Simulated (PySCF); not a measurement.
Si(H)(Me)(OH)(NH2) (CH₇NOSi), SMILES C[SiH](N)O. Geometry: PBE-D3(BJ)/def2-SVP. This is a generated structure with no PubChem entry under its InChIKey; it may be hypothetical. Other conformers were not sampled.

Computed equilibrium geometry at PBE-D3(BJ)/def2-SVP (PySCF confirms it by a frequency run) as Cartesian coordinates in Å (one conformer of several):
```xyz
11

Si     0.0481     0.1007    -0.3565
C      1.3869    -1.0050     0.3699
N     -1.4716    -0.6914    -0.0305
O      0.0135     1.6509     0.3051
H      0.3452     0.3854    -1.8032
H      1.4657    -1.9605    -0.1896
H      1.1824    -1.2463     1.4335
H      2.3737    -0.5026     0.3165
H     -2.3244    -0.3761    -0.4997
H     -1.4844    -1.7080     0.0809
H     -0.3590     1.6614     1.2051
```
Charge 0, spin multiplicity 1.
